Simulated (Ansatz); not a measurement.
The lowest singlet and triplet of O2 (SMILES O=O); geometries from B3LYP-D3(BJ)/def2-TZVP, each state relaxed from the structure named, with no frequency check, low spin by broken symmetry.
Singlet (charge 0, multiplicity 1):
```xyz
2

O      0.0000     0.0000    -0.6023
O      0.0000     0.0000     0.6023
```
Triplet (charge 0, multiplicity 3):
```xyz
2

O      0.0000     0.0000    -0.6021
O      0.0000     0.0000     0.6021
```

A positive gap puts the triplet lower; no zero-point energy. R- takes a restricted singlet, here one determinant of a half-filled degenerate or near-degenerate pair, which mixes singlet states. U- takes an unrestricted singlet (broken symmetry where lower, unprojected). The triplet is unrestricted in single-reference levels. Active spaces average the two states.

Correlated levels freeze the cores.

Programs: Ansatz (Gaussian basis) for Hartree–Fock, density functionals and correlated methods. Each number belongs to the level named beside it.

```tsv
level	gap E(singlet) − E(triplet), adiabatic (kcal/mol)
R-HF/cc-pVDZ	53.25
R-HF/cc-pVTZ	53.90
R-SVWN5/def2-TZVPP	37.18
U-PBE/def2-TZVPP (spin-contaminated)	8.88
R-PBE0/def2-TZVPP	41.00
R-BHLYP/def2-TZVPP	42.67
R-CCSD/cc-pVDZ	…
FIC-MRCISD+Q on SA-CASSCF(12,8)/cc-pVTZ	23.04
FIC-MRCISD+Q on SA-CASSCF(12,8)/cc-pVQZ	22.61
```

### Question
What belongs in the gaps?

### Answer

- R-CCSD/cc-pVDZ, gap E(singlet) − E(triplet), adiabatic (kcal/mol): 33.53

Doubts at one or more of the structures used: a restricted determinant that unrestricted orbitals would lower (R-HF/cc-pVDZ, R-HF/cc-pVTZ, R-SVWN5/def2-TZVPP, R-PBE0/def2-TZVPP, R-BHLYP/def2-TZVPP, R-CCSD/cc-pVDZ).

Ansatz is a program for electronic structure.
